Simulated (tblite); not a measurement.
A geometry optimisation, step by step.

Species: C4H4BrN3S.
Atom-mapped SMILES: `[CH3:1][S:2][c:3]1[cH:4][c:5]([Br:6])[n:7][n:8][n:9]1` (hydrogens: H10, H11, H12 on C1; H13 on C4)

Computed with GFN2-xTB (tblite), gas phase: L-BFGS steps from a force-field or distance-geometry start until the largest atomic force falls under 0.01 eV/Å. 13 of its 34 geometries are shown.

Step 0: E = -724.6993 eV, largest atomic force 2.651 eV/Å
```
atom  x, y, z in Å  |  force x, y, z in eV/Å
C1     -2.621   -0.189   -0.075   -0.860  -0.248   0.057
S2     -1.464    1.118    0.396    0.799  -0.843  -0.178
C3      0.101    0.245    0.215   -2.542  -0.602  -0.449
C4      1.253    0.920    0.479    0.693   0.825   0.491
C5      2.382    0.167    0.317    0.854  -0.794  -0.372
Br6     4.066    0.960    0.651    0.126  -0.147  -0.019
N7      2.365   -1.109   -0.107   -0.807   0.333   0.170
N8      1.220   -1.672   -0.342   -0.295   1.104   0.267
N9      0.087   -1.036   -0.199    1.016   0.038   0.132
H10    -2.461   -0.502   -1.103    0.231   0.039   0.047
H11    -3.650    0.208   -0.004    0.566   0.064   0.059
H12    -2.552   -1.050    0.596    0.229   0.276  -0.133
H13     1.271    1.942    0.829   -0.009  -0.045  -0.073
```

Step 3: E = -724.8364 eV, largest atomic force 0.204 eV/Å
```
atom  x, y, z in Å  |  force x, y, z in eV/Å
C1     -2.641   -0.200   -0.078    0.021  -0.070  -0.040
S2     -1.446    1.085    0.389   -0.161  -0.095  -0.015
C3      0.059    0.245    0.208    0.031  -0.102  -0.041
C4      1.253    0.918    0.486    0.055   0.162   0.112
C5      2.394    0.162    0.309   -0.057   0.107  -0.001
Br6     4.077    0.952    0.651    0.134  -0.120  -0.023
N7      2.355   -1.102   -0.102   -0.050   0.091   0.025
N8      1.213   -1.645   -0.335   -0.090   0.092   0.043
N9      0.093   -1.032   -0.196   -0.058   0.018  -0.017
H10    -2.452   -0.501   -1.100    0.085  -0.062  -0.073
H11    -3.638    0.217    0.001    0.010   0.181   0.065
H12    -2.543   -1.043    0.594    0.089  -0.068   0.036
H13     1.272    1.945    0.827   -0.008  -0.131  -0.070
```

Step 6: E = -724.8466 eV, largest atomic force 0.137 eV/Å
```
atom  x, y, z in Å  |  force x, y, z in eV/Å
C1     -2.644   -0.210   -0.083    0.023  -0.024  -0.002
S2     -1.455    1.071    0.387   -0.001   0.103   0.035
C3      0.057    0.245    0.207   -0.033   0.054   0.039
C4      1.251    0.921    0.493   -0.014   0.018  -0.025
C5      2.392    0.173    0.309    0.013  -0.011   0.022
Br6     4.093    0.937    0.648    0.024  -0.097  -0.033
N7      2.348   -1.092   -0.099   -0.043   0.001  -0.013
N8      1.207   -1.637   -0.332    0.013  -0.046  -0.006
N9      0.085   -1.029   -0.197    0.023   0.009  -0.011
H10    -2.443   -0.508   -1.106   -0.025  -0.062  -0.009
H11    -3.632    0.234    0.007    0.081  -0.018  -0.005
H12    -2.533   -1.049    0.595   -0.018  -0.052  -0.033
H13     1.271    1.943    0.823   -0.043   0.124   0.040
```

Step 8: E = -724.8496 eV, largest atomic force 0.084 eV/Å
```
atom  x, y, z in Å  |  force x, y, z in eV/Å
C1     -2.642   -0.215   -0.085    0.060   0.016   0.009
S2     -1.460    1.075    0.389    0.076  -0.029  -0.007
C3      0.055    0.247    0.209    0.014   0.070   0.020
C4      1.250    0.926    0.494   -0.039   0.020  -0.014
C5      2.392    0.176    0.311   -0.048  -0.024  -0.002
Br6     4.100    0.924    0.644   -0.001  -0.074  -0.028
N7      2.342   -1.088   -0.098    0.047  -0.051   0.004
N8      1.205   -1.638   -0.331   -0.022   0.055  -0.010
N9      0.084   -1.027   -0.198   -0.028   0.053   0.034
H10    -2.442   -0.515   -1.109   -0.032  -0.021   0.044
H11    -3.625    0.240    0.009    0.031  -0.073  -0.027
H12    -2.531   -1.055    0.594   -0.026  -0.004  -0.049
H13     1.267    1.950    0.825   -0.033   0.062   0.026
```

Step 11: E = -724.8530 eV, largest atomic force 0.072 eV/Å
```
atom  x, y, z in Å  |  force x, y, z in eV/Å
C1     -2.633   -0.219   -0.086    0.003   0.002   0.005
S2     -1.460    1.077    0.390   -0.004  -0.028  -0.012
C3      0.055    0.257    0.213    0.039   0.011  -0.009
C4      1.249    0.936    0.496    0.045   0.020   0.018
C5      2.387    0.178    0.313    0.013   0.008  -0.003
Br6     4.108    0.900    0.636   -0.017  -0.020  -0.007
N7      2.338   -1.087   -0.097   -0.041   0.017   0.015
N8      1.199   -1.632   -0.331   -0.038   0.026  -0.007
N9      0.080   -1.018   -0.195   -0.018   0.035   0.023
H10    -2.443   -0.526   -1.108    0.026   0.021   0.002
H11    -3.613    0.237    0.008   -0.044  -0.054  -0.020
H12    -2.531   -1.064    0.587    0.017   0.005   0.011
H13     1.259    1.962    0.828    0.019  -0.043  -0.015
```

Step 14: E = -724.8542 eV, largest atomic force 0.067 eV/Å
```
atom  x, y, z in Å  |  force x, y, z in eV/Å
C1     -2.631   -0.221   -0.085   -0.023  -0.023  -0.008
S2     -1.459    1.075    0.390   -0.032   0.057   0.016
C3      0.058    0.262    0.214   -0.040   0.016   0.014
C4      1.252    0.940    0.497   -0.012  -0.015  -0.009
C5      2.387    0.178    0.313    0.008  -0.015   0.003
Br6     4.109    0.890    0.633    0.035   0.007   0.006
N7      2.332   -1.085   -0.096   -0.004  -0.016  -0.021
N8      1.193   -1.628   -0.332   -0.008  -0.022   0.013
N9      0.077   -1.011   -0.192   -0.010  -0.005  -0.021
H10    -2.440   -0.527   -1.108    0.035   0.008  -0.014
H11    -3.615    0.229    0.005   -0.015  -0.030  -0.008
H12    -2.529   -1.066    0.586    0.026  -0.004   0.018
H13     1.259    1.964    0.828    0.040   0.043   0.011
```

Step 16: E = -724.8555 eV, largest atomic force 0.073 eV/Å
```
atom  x, y, z in Å  |  force x, y, z in eV/Å
C1     -2.630   -0.225   -0.086    0.018   0.005  -0.004
S2     -1.463    1.079    0.391   -0.031   0.029   0.013
C3      0.059    0.271    0.216   -0.069   0.016   0.013
C4      1.256    0.944    0.499   -0.068  -0.012  -0.013
C5      2.388    0.178    0.314   -0.052  -0.031  -0.012
Br6     4.115    0.878    0.629    0.038   0.013   0.009
N7      2.324   -1.085   -0.096    0.054  -0.045  -0.021
N8      1.184   -1.625   -0.331    0.004   0.001   0.015
N9      0.071   -1.003   -0.190   -0.008   0.000  -0.014
H10    -2.432   -0.527   -1.109    0.024  -0.006   0.013
H11    -3.619    0.215    0.001    0.017  -0.017  -0.001
H12    -2.522   -1.069    0.588    0.025   0.010  -0.011
H13     1.265    1.968    0.829    0.049   0.037   0.013
```

Step 19: E = -724.8571 eV, largest atomic force 0.061 eV/Å
```
atom  x, y, z in Å  |  force x, y, z in eV/Å
C1     -2.626   -0.230   -0.087    0.033   0.020   0.003
S2     -1.473    1.087    0.393   -0.008  -0.009   0.007
C3      0.053    0.282    0.220   -0.004  -0.003  -0.007
C4      1.256    0.949    0.500   -0.011   0.001   0.000
C5      2.384    0.175    0.313   -0.023   0.012  -0.010
Br6     4.123    0.865    0.626   -0.061  -0.004  -0.003
N7      2.318   -1.088   -0.097   -0.016   0.014   0.017
N8      1.172   -1.620   -0.329   -0.004   0.012  -0.009
N9      0.063   -0.992   -0.189   -0.001   0.005   0.013
H10    -2.418   -0.527   -1.109    0.016  -0.018   0.016
H11    -3.623    0.195   -0.006    0.028   0.006   0.004
H12    -2.511   -1.071    0.588    0.027   0.009  -0.021
H13     1.278    1.976    0.831    0.025  -0.045  -0.011
```

Step 22: E = -724.8580 eV, largest atomic force 0.040 eV/Å
```
atom  x, y, z in Å  |  force x, y, z in eV/Å
C1     -2.621   -0.229   -0.087   -0.004  -0.018  -0.004
S2     -1.478    1.091    0.396    0.032   0.020   0.010
C3      0.048    0.287    0.221    0.014  -0.006   0.002
C4      1.253    0.951    0.500    0.019  -0.003  -0.006
C5      2.379    0.175    0.311    0.018  -0.002   0.008
Br6     4.118    0.859    0.625   -0.036   0.016   0.003
N7      2.313   -1.088   -0.097   -0.035   0.001  -0.008
N8      1.166   -1.617   -0.329   -0.023  -0.015  -0.001
N9      0.059   -0.987   -0.187   -0.022  -0.011  -0.008
H10    -2.409   -0.530   -1.107    0.019  -0.003  -0.017
H11    -3.620    0.186   -0.008    0.011   0.016   0.002
H12    -2.501   -1.071    0.586    0.023  -0.013   0.014
H13     1.288    1.974    0.830   -0.016   0.017   0.005
```

Step 25: E = -724.8586 eV, largest atomic force 0.042 eV/Å
```
atom  x, y, z in Å  |  force x, y, z in eV/Å
C1     -2.616   -0.232   -0.088    0.020   0.002   0.004
S2     -1.478    1.095    0.399   -0.002  -0.016  -0.009
C3      0.047    0.291    0.223   -0.004   0.004   0.001
C4      1.253    0.953    0.499   -0.011   0.004   0.003
C5      2.377    0.174    0.311   -0.020  -0.025  -0.006
Br6     4.112    0.855    0.623    0.031   0.026   0.010
N7      2.305   -1.089   -0.097    0.008  -0.029  -0.013
N8      1.157   -1.616   -0.329   -0.016  -0.007  -0.001
N9      0.052   -0.983   -0.186   -0.007   0.006   0.000
H10    -2.399   -0.532   -1.107    0.009   0.015   0.005
H11    -3.617    0.181   -0.010    0.016   0.000  -0.001
H12    -2.490   -1.073    0.585    0.007   0.006   0.005
H13     1.293    1.976    0.831   -0.029   0.013   0.000
```

Step 28: E = -724.8589 eV, largest atomic force 0.027 eV/Å
```
atom  x, y, z in Å  |  force x, y, z in eV/Å
C1     -2.611   -0.232   -0.088    0.007   0.005   0.003
S2     -1.478    1.096    0.400   -0.011   0.007  -0.003
C3      0.046    0.292    0.223   -0.004   0.000  -0.003
C4      1.252    0.953    0.499    0.000  -0.009   0.004
C5      2.374    0.171    0.310    0.006   0.005  -0.002
Br6     4.110    0.858    0.624    0.002  -0.006  -0.002
N7      2.301   -1.092   -0.099   -0.001   0.006   0.005
N8      1.152   -1.617   -0.330    0.004   0.004  -0.003
N9      0.048   -0.982   -0.186    0.003   0.000   0.005
H10    -2.393   -0.532   -1.107    0.006   0.009   0.005
H11    -3.613    0.180   -0.011    0.006  -0.008   0.000
H12    -2.484   -1.073    0.586    0.000   0.005   0.000
H13     1.292    1.977    0.831   -0.018  -0.018  -0.008
```

Step 30: E = -724.8590 eV, largest atomic force 0.019 eV/Å
```
atom  x, y, z in Å  |  force x, y, z in eV/Å
C1     -2.610   -0.232   -0.087   -0.004  -0.001   0.000
S2     -1.478    1.097    0.400    0.009   0.016   0.003
C3      0.045    0.293    0.223   -0.003  -0.005   0.001
C4      1.252    0.952    0.499   -0.001  -0.007  -0.003
C5      2.374    0.170    0.310    0.008   0.006   0.004
Br6     4.110    0.858    0.624   -0.006  -0.009  -0.004
N7      2.300   -1.092   -0.099    0.001   0.007   0.000
N8      1.151   -1.617   -0.330    0.005   0.004   0.003
N9      0.048   -0.981   -0.186   -0.004  -0.007  -0.004
H10    -2.391   -0.531   -1.107    0.008   0.002  -0.003
H11    -3.612    0.179   -0.011   -0.005  -0.002   0.001
H12    -2.483   -1.072    0.586    0.003  -0.002   0.004
H13     1.290    1.976    0.830   -0.011  -0.001  -0.001
```

Step 33: E = -724.8591 eV, largest atomic force 0.008 eV/Å
```
atom  x, y, z in Å  |  force x, y, z in eV/Å
C1     -2.609   -0.232   -0.087   -0.001   0.004   0.000
S2     -1.478    1.099    0.400    0.005  -0.005   0.000
C3      0.044    0.293    0.223    0.000  -0.005   0.000
C4      1.251    0.951    0.499   -0.005   0.006  -0.001
C5      2.374    0.171    0.310   -0.008   0.000   0.002
Br6     4.110    0.857    0.624    0.002  -0.003  -0.001
N7      2.300   -1.092   -0.099    0.002   0.000  -0.002
N8      1.150   -1.617   -0.330    0.002  -0.004   0.000
N9      0.046   -0.981   -0.186    0.001  -0.004  -0.002
H10    -2.389   -0.530   -1.107    0.004   0.001   0.003
H11    -3.611    0.177   -0.011   -0.006  -0.001   0.000
H12    -2.481   -1.072    0.587    0.005   0.004  -0.001
H13     1.288    1.976    0.830   -0.001   0.006   0.003
```

Task: Summarise the path.

Result: The energy falls by 3.68 kcal/mol from step 0 to step 33; nine tenths of that is first reached at step 5. It falls at every step. The largest force goes from 2.651 to 0.008 eV/Å. Among the bonds S2–C3 changes most, from 1.801 to 1.732 Å; the atoms move by 0.066 Å rms after alignment.

Task: Follow the three bonds and two angles with the largest change from start to end.

Result: 
```csv
step,E above end (kcal/mol),largest force (eV/Å),S2–C3 (Å),C3–C4 (Å),N8–N9 (Å),H11–C1–H12 (°),H10–C1–H11 (°)
0,3.68,2.651,1.801,1.361,1.307,107.6,107.6
1,1.26,1.046,1.759,1.413,1.284,108.7,108.5
3,0.52,0.204,1.732,1.399,1.284,109.8,109.6
4,0.41,0.182,1.729,1.399,1.283,110.2,110.2
6,0.29,0.137,1.733,1.402,1.283,110.9,111.0
7,0.25,0.128,1.735,1.403,1.284,111.1,111.2
9,0.18,0.103,1.735,1.404,1.284,111.2,111.3
10,0.16,0.081,1.733,1.404,1.284,111.1,111.2
11,0.14,0.072,1.731,1.403,1.284,111.0,111.0
13,0.12,0.055,1.730,1.402,1.283,110.9,110.8
14,0.11,0.067,1.730,1.402,1.283,110.8,110.8
16,0.08,0.073,1.732,1.403,1.283,110.8,110.7
17,0.07,0.071,1.733,1.404,1.283,110.8,110.8
19,0.04,0.061,1.734,1.404,1.282,110.7,110.7
20,0.04,0.071,1.733,1.404,1.282,110.7,110.7
22,0.02,0.040,1.733,1.403,1.282,110.7,110.8
23,0.02,0.041,1.733,1.403,1.282,110.8,110.9
24,0.01,0.041,1.733,1.403,1.282,110.8,110.9
26,0.01,0.031,1.732,1.403,1.282,111.0,111.0
27,0.00,0.030,1.732,1.403,1.282,111.0,111.0
29,0.00,0.018,1.732,1.403,1.282,111.0,110.9
30,0.00,0.019,1.732,1.403,1.282,111.0,110.9
32,0.00,0.011,1.732,1.403,1.282,110.9,110.9
33,0.00,0.008,1.732,1.402,1.282,110.9,110.9
```

What follows is the cost of the whole relaxation. The run took 0.29 s wall on an Intel Xeon Platinum 8488C with one thread, shared host.
